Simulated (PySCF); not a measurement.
Si(Cl)(Br)(OH)(OMe) (CH4BrClO2Si), SMILES O[Si](OC)(Br)Cl.

Geometry: B3LYP-D3(BJ)/def2-SVP. Other conformers were not sampled.

Method: TDA-LC-ωPBE/def2-SVPD (PySCF).

Vertical excitations. Gas-phase values at a fixed geometry.

```tsv
state	energy (eV)	λ (nm)	f	main pairs
S1	7.51	165	0.023	HOMO→LUMO 53 %, HOMO→LUMO+1 13 %, HOMO→LUMO+4 13 %
S2	7.60	163	0.030	HOMO−1→LUMO 48 %, HOMO−1→LUMO+1 13 %, HOMO−1→LUMO+4 11 %
S3	8.55	145	0.025	HOMO−2→LUMO 34 %, HOMO−4→LUMO 9 %, HOMO−3→LUMO 6 %, HOMO−2→LUMO+4 5 %
S4	8.63	144	0.017	HOMO→LUMO 21 %, HOMO→LUMO+1 20 %, HOMO→LUMO+4 7 %
S5	8.79	141	0.058	HOMO−5→LUMO 20 %, HOMO−4→LUMO 18 %, HOMO−5→LUMO+2 6 %, HOMO−5→LUMO+4 6 %
S6	8.82	141	0.058	HOMO−1→LUMO 17 %, HOMO−1→LUMO+1 10 %, HOMO−1→LUMO+4 7 %, HOMO−3→LUMO 7 %
S7	8.91	139	0.135	HOMO−2→LUMO 18 %, HOMO−1→LUMO+4 13 %, HOMO−3→LUMO 11 %, HOMO−1→LUMO+2 8 %
S8	9.05	137	0.072	HOMO→LUMO+4 19 %, HOMO→LUMO+5 11 %, HOMO−6→LUMO 8 %, HOMO→LUMO+9 7 %
S9	9.13	136	0.040	HOMO−6→LUMO 11 %, HOMO−3→LUMO 8 %, HOMO→LUMO+5 7 %, HOMO→LUMO+6 6 %
S10	9.18	135	0.021	HOMO−2→LUMO+1 12 %, HOMO−6→LUMO 7 %, HOMO−2→LUMO+2 6 %, HOMO−6→LUMO+1 5 %
T1	6.89	180	0	HOMO→LUMO 41 %, HOMO→LUMO+4 15 %, HOMO→LUMO+1 14 %, HOMO→LUMO+7 8 %
T2	7.00	177	0	HOMO−1→LUMO 37 %, HOMO−1→LUMO+1 13 %, HOMO−1→LUMO+4 12 %, HOMO−1→LUMO+7 8 %
T3	7.78	159	0	HOMO−2→LUMO 17 %, HOMO−3→LUMO 11 %
T4	8.02	155	0	HOMO−3→LUMO 13 %, HOMO−4→LUMO 11 %, HOMO−2→LUMO 10 %, HOMO−5→LUMO 7 %
```
Triplets are in the Tamm–Dancoff approximation.
